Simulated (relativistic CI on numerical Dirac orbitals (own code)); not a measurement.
**Level scheme of Ru VI**

Computed by Dirac-Coulomb-Breit CI, separate exchange-only KLI orbitals for each configuration, model QED, valence Slater integrals scaled by 0.85, P86 correlation energy added to each configuration (own radial code, finite nucleus).

Configurations in the expansion (outside the closed core [Ar] 3d10): 4s²4p⁶4d³, 4s²4p⁶4d²5s, 4s²4p⁶4d²4f, 4s²4p⁶4d²5p, 4s²4p⁵4d⁴, 4s²4p⁶4d²5d, 4s²4p⁶4d²6s, 4s²4p⁶4d²6p, 4s²4p⁶4d5s5p, 4s4p⁶4d⁴, 4s²4p⁶4d²5f, 4s²4p⁶4d²6d, 4s²4p⁵4d³4f, 4s²4p⁶4d²5g, 4s²4p⁶4d²7s, 4s²4p⁶4d²7p, 4s²4p⁶4d²6f, 4s²4p⁶4d4f5s, 4s²4p⁵4d³5s, 4s4p⁶4d³4f, 4s²4p⁵4d³5p, 4s²4p⁵4d³5d, 4s²4p⁶4d4f², 4s²4p⁶4f²5s, 4s²4p⁶4f³, 4s²4p⁶4f²5p, 4s²4p⁶4f²5d, 4s²4p⁶4f²6s, 4s²4p⁶4d5s², 4s²4p⁶4f5s², 4s²4p⁶5s²5p, 4s²4p⁶5s²5d, 4s²4p⁶5s²6s, 4s²4p⁶4d5p², 4s²4p⁶5s5p², 4s²4p⁶4f5p², 4s²4p⁶5p³, 4s²4p⁶5p²5d, 4s²4p⁶5p²6s, 4s²4p⁶4d4f5p, 4s²4p⁶4f5s5p, 4s²4p⁶4f5p5d, 4s²4p⁶4f5p6s, 4p⁶4d⁵, 4p⁵4d⁶. Double excitations out of closed p, d and f shells are left out; levels of such configurations are missing from the list, as are those of other unlisted configurations, and high levels can miss mixing partners. These lack a partner that the ground configuration has and come out too high: 4s²4p⁶4d²6p, 4s²4p⁶4d²5f, 4s²4p⁶4d²6d, 4s²4p⁵4d³4f, 4s²4p⁶4d²5g.

The lowest level is 4s²4p⁶4d³ ⁴F3/2, with 97 % of that term; Hund's rules for 4s²4p⁶4d³ give ⁴F with J = 3/2, in agreement.

| No. | Configuration | Term | J | E (cm⁻¹) | % | Landé g | Lifetime (s) |
| --- | --- | --- | --- | --- | --- | --- | --- |
| 1 | 4s²4p⁶4d³ | ⁴F | 3/2 | 0.0 | 97 | 0.407 |  |
| 2 | 4s²4p⁶4d³ | ⁴F | 5/2 | 1417.3 | 98 | 1.030 | 8.28e+00 |
| 3 | 4s²4p⁶4d³ | ⁴F | 7/2 | 3125.0 | 98 | 1.235 | 4.72e+00 |
| 4 | 4s²4p⁶4d³ | ⁴F | 9/2 | 4965.4 | 95 | 1.326 | 6.08e+00 |
| 5 | 4s²4p⁶4d³ | ⁴P | 3/2 | 13411.2 | 82 | 1.646 | 3.17e+00 |
| 6 | 4s²4p⁶4d³ | ⁴P | 1/2 | 13470.0 | 92 | 2.538 | 1.28e+01 |
| 7 | 4s²4p⁶4d³ | ²G | 7/2 | 15411.9 | 97 | 0.893 | 5.05e-01 |
| 8 | 4s²4p⁶4d³ | ⁴P | 5/2 | 15639.3 | 97 | 1.594 | 4.05e+00 |
| 9 | 4s²4p⁶4d³ | ²G | 9/2 | 16299.2 | 68 | 1.059 | 4.13e-01 |
| 10 | 4s²4p⁶4d³ | ²D | 3/2 | 19557.0 | 54 | 1.087 | 1.71e-01 |
| 11 | 4s²4p⁶4d³ | ²P | 1/2 | 20604.2 | 92 | 0.797 | 5.32e-01 |
| 12 | 4s²4p⁶4d³ | ²H | 9/2 | 21310.6 | 70 | 0.968 | 4.75e-01 |
| 13 | 4s²4p⁶4d³ | ²H | 11/2 | 21433.3 | 99 | 1.091 | 1.93e+00 |
| 14 | 4s²4p⁶4d³ | ²D | 5/2 | 23228.6 | 96 | 1.203 | 2.14e-01 |
| 15 | 4s²4p⁶4d³ | ²P | 3/2 | 24734.7 | 55 | 1.125 | 1.83e-01 |
| 16 | 4s²4p⁶4d³ | ²F | 7/2 | 32403.4 | 98 | 1.141 | 4.03e-01 |
| 17 | 4s²4p⁶4d³ | ²F | 5/2 | 32883.3 | 97 | 0.862 | 5.54e-01 |
| 18 | 4s²4p⁶4d³ | ²D | 5/2 | 51318.3 | 97 | 1.196 | 4.18e-02 |
| 19 | 4s²4p⁶4d³ | ²D | 3/2 | 51684.7 | 99 | 0.799 | 4.61e-02 |
| 20 | 4d²(3F)5s | ⁴F | 3/2 | 162146.6 | 97 | 0.406 | 3.02e-05 |
| 21 | 4d²(3F)5s | ⁴F | 5/2 | 163347.6 | 95 | 1.026 | 2.95e-05 |
| 22 | 4d²(3F)5s | ⁴F | 7/2 | 165283.4 | 97 | 1.236 | 2.93e-05 |
| 23 | 4d²(3F)5s | ⁴F | 9/2 | 167608.0 | 98 | 1.332 | 2.91e-05 |
| 24 | 4d²(3F)5s | ²F | 5/2 | 171299.9 | 91 | 0.878 | 1.87e-05 |
| 25 | 4d²(3F)5s | ²F | 7/2 | 174976.0 | 95 | 1.140 | 1.83e-05 |
| 26 | 4d²(3P)5s | ⁴P | 1/2 | 176151.7 | 98 | 2.656 | 2.31e-05 |
| 27 | 4d²(3P)5s | ⁴P | 5/2 | 176789.6 | 61 | 1.437 | 2.30e-05 |
| 28 | 4d²(3P)5s | ⁴P | 3/2 | 176881.5 | 87 | 1.622 | 2.32e-05 |
| 29 | 4d²(1D)5s | ²D | 3/2 | 179091.6 | 79 | 0.940 | 2.32e-05 |
| 30 | 4d²(1D)5s | ²D | 5/2 | 181172.6 | 60 | 1.345 | 2.29e-05 |
| 31 | 4d²(3P)5s | ²P | 1/2 | 184497.4 | 97 | 0.684 | 1.91e-05 |
| 32 | 4d²(1G)5s | ²G | 9/2 | 185373.8 | 98 | 1.113 | 2.17e-05 |
| 33 | 4d²(1G)5s | ²G | 7/2 | 185495.7 | 97 | 0.893 | 2.19e-05 |
| 34 | 4d²(3P)5s | ²P | 3/2 | 186722.9 | 91 | 1.297 | 1.92e-05 |
| 35 | 4d²(1S)5s | ²S | 1/2 | 209598.5 | 97 | 1.998 | 1.94e-05 |
| 36 | 4d²(3F)5p | ⁴G° | 5/2 | 230839.6 | 76 | 0.644 | 4.27e-10 |
| 37 | 4d²(3F)5p | ⁴F° | 3/2 | 233426.3 | 69 | 0.545 | 1.07e-10 |
| 38 | 4d²(3F)5p | ⁴G° | 7/2 | 234154.6 | 83 | 1.012 | 3.67e-10 |
| 39 | 4d²(3F)5p | ⁴F° | 5/2 | 235534.4 | 64 | 1.084 | 1.11e-10 |
| 40 | 4d²(3F)5p | ⁴G° | 9/2 | 237652.0 | 77 | 1.194 | 2.81e-10 |
| 41 | 4d²(3F)5p | ²F° | 5/2 | 238136.7 | 35 | 0.925 | 1.61e-10 |
| 42 | 4d²(3F)5p | ⁴F° | 7/2 | 238441.3 | 77 | 1.236 | 1.05e-10 |
| 43 | 4d²(3F)5p | ²D° | 3/2 | 238750.1 | 40 | 0.832 | 1.04e-10 |
| 44 | 4d²(3F)5p | ⁴D° | 1/2 | 239023.2 | 93 | 0.062 | 7.20e-11 |
| 45 | 4d²(3F)5p | ²F° | 7/2 | 240418.0 | 41 | 1.238 | 1.01e-10 |

Energies count from the lowest computed level; ° marks odd parity; lifetimes are radiative, by E1, M1, E2 decay to levels of this space only. Percentages are summed over parent terms; the parents shown are those of the largest component, closed shells are left out there.

The mean weight of the leading LS term, summed over parents, in these 45 levels is 84 %, and that of the leading jj configuration (from the same eigenvectors) 67 %, so LS coupling describes them better.

At this charge configurations can still be misplaced by up to about 7 % of their energy.

Landé's interval rule says that E(J) − E(J−1) = AJ with one A. For the ground term the intervals give A = 566.9, 487.9, 409.0 cm⁻¹ for J = 5/2, 7/2, 9/2; the multiplet is regular.

LS names give the leading component of a level, which can be under half, so a name can repeat, a term be missing and a line seem to break the LS rules.
